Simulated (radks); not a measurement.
The numbers below are computed, except where a source is named.
Charge is removed step by step from the 3p level of P+, starting from [Ne] 3s2 3p2. Level of theory: scalar-relativistic Kohn-Sham, r2SCAN, spin-unpolarised, spherical densities, finite nucleus; meta-GGA in the generalised Kohn-Sham scheme; Fermi nuclear charge, rms radius 3.1889 fm (a radial shooting solver on a logarithmic mesh with Libxc functionals).

removed (e),E - E(0) (eV),eigenvalue (eV),E minus straight line (eV)
0,0.000,-14.254,0.000
0.1,1.472,-15.194,-0.440
0.2,3.039,-16.147,-0.785
0.3,4.702,-17.111,-1.034
0.4,6.462,-18.088,-1.186
0.5,8.320,-19.075,-1.240
0.6,10.277,-20.074,-1.195
0.7,12.334,-21.083,-1.049
0.8,14.493,-22.102,-0.802
0.9,16.755,-23.131,-0.453
1,19.120,-24.169,0.000

Removing the whole electron costs 19.120 eV by Delta-SCF, against 14.254 eV from minus the eigenvalue at the starting occupation. Slater's transition state (half an electron removed) gives 19.075 eV. Integrating minus the eigenvalue over the occupation (Janak's theorem) gives 19.121 eV. In this scalar-relativistic scheme the density is built from large components alone, so the theorem holds only approximately. The mean slope of the eigenvalue, de/dn, is 9.92 eV per electron. Ionisation energy of P+ in the NIST Atomic Spectra Database: 19.769 eV (semi-empirical).

Beside tabulated values, note that spin-unpolarised runs miss the spin-polarisation part of the exchange energy of open shells.
